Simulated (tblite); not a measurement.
Compound: C7H9NOSi.
Geometry (GFN2-xTB, Å), atoms numbered from 1 in this order:
```
atom  x, y, z in Å
C1     2.802    0.755   -0.138
C2     2.036   -0.383   -0.816
C3     0.585   -0.353   -0.417
C4     0.055   -1.111    0.548
Si5   -1.736   -1.026    1.068
C6    -2.255    0.328   -0.134
C7    -3.579    0.776   -0.131
N8    -4.680    1.100   -0.078
C9    -1.379    0.867   -0.999
O10   -0.082    0.580   -1.159
H11    2.377    1.716   -0.419
H12    2.748    0.655    0.944
H13    3.846    0.736   -0.438
H14    2.470   -1.342   -0.534
H15    2.105   -0.268   -1.900
H16    0.726   -1.799    1.039
H17   -2.475   -2.267    0.811
H18   -1.905   -0.599    2.462
H19   -1.668    1.643   -1.702
```

Method: GFN2-xTB as coded in tblite; computed harmonic values from a numerical Hessian at the method's own geometry, unscaled. The method is semi-empirical: single wavenumbers can be off by several per cent or more. Modes of hydrogen on silicon can be 10 to 20 % off. One conformer, not necessarily the lowest.

Harmonic wavenumbers (cm⁻¹): 34.7, 55.0, 119.7, 125.7, 189.3, 201.8, 252.3, 291.8, 333.2, 364.0, 430.1, 487.5, 493.8, 512.9, 557.7, 610.1, 621.6, 642.0, 690.2, 800.8, 803.4, 809.6, 816.7, 854.4, 906.0, 994.9, 1075.4, 1080.2, 1124.6, 1166.9, 1190.5, 1227.0, 1286.0, 1311.3, 1313.6, 1406.7, 1465.4, 1495.9, 1500.6, 1602.4, 1649.7, 2221.5, 2242.6, 2355.3, 2985.1, 3003.6, 3016.6, 3039.2, 3042.4, 3045.7, 3083.1.

A = 2593, B = 666.6, C = 562.0 MHz; mass 151.045 u (most abundant isotopes); point group C1, symmetry number 1.

Q: What is the zero-point energy?

A: ½Σν̃ = 30465 cm⁻¹ = 87.11 kcal/mol.

Q: What is S at 400 K and 1 bar for an ideal gas of classical rigid rotors and harmonic oscillators?

A: Translation 42.43, rotation 31.06, vibration 44.39: S = 117.9 cal/(mol K).

Q: And Cp and H(400 K) − H(0)?

A: Cp = 52.69 cal/(mol K), of which vibrations give 44.74 (their classical limit is 51 R = 101.3); H(400 K) − H(0) = 12.38 kcal/mol without the zero-point energy, 9.20 from vibrations.

Q: Blend soft modes into free rotors: weight 1/[1 + (100 cm⁻¹/ν̃)⁴] for the oscillator and the rest for a rotor with moment μB/(μ + B), μ = h/(8π²ν), B = 10⁻⁴⁴ kg m². What vibrational entropy results?

A: 40.70 cal/(mol K) in place of 44.39, which changes −T·S at 400 K by +1.48 kcal/mol.

Q: What must be added to the electronic energy to get the Gibbs energy at 400 K and 1 bar?

A: ZPE + [H(400 K) − H(0)] − T·S = 87.11 + 12.38 − 47.15 = 52.34 kcal/mol.

Q: Which modes carry the vibrational entropy at 400 K?

A: 34.7 cm⁻¹: 6.12; 55.0 cm⁻¹: 5.21; 119.7 cm⁻¹: 3.68; 125.7 cm⁻¹: 3.58; 189.3 cm⁻¹: 2.79; 201.8 cm⁻¹: 2.67 cal/(mol K); the other 45 give 20.34 together.

Hindered rotation and anharmonicity are outside this model. Other conformers, if any are populated, would add a mixing term that is left out. The structure is chiral; the term R ln 2 for an equal mix with its mirror image is left out.
